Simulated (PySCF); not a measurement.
GaH2, SMILES [GaH2-] (connectivity only; charge and spin as stated), charge -1, multiplicity 1.

Geometry: PBE0-D3(BJ)/def2-TZVPD.

Two levels are set side by side: PBE/def2-TZVPD (PySCF) and HF/def2-TZVPD (PySCF). Same geometry, gas phase. Differences are taken from unrounded values.

| quantity | PBE |
|---|---|
| orbital gap (eV) | 1.66 |
| highest occupied level (eV) | 1.32 |
| lowest empty level (eV) | 2.97 |
| mean polarisability (bohr³) | 93.3 |

### Question
These are the PBE values. What does HF give? (The exact figures need the calculation; the answer reports its results.)

### Answer

```
quantity                        HF  PBE minus HF
---------------------------  -----  ------------
orbital gap (eV)              7.11         -5.45
highest occupied level (eV)  -1.27          2.58
lowest empty level (eV)       5.84         -2.87
mean polarisability (bohr³)   83.9           9.4
```

PBE's occupied levels lie high since its potential decays too fast outside the molecule; exact exchange lowers them and widens the gap. Loosely held outer electrons make PBE densities more polarisable. Differences between two approximate levels are no errors against the true value.
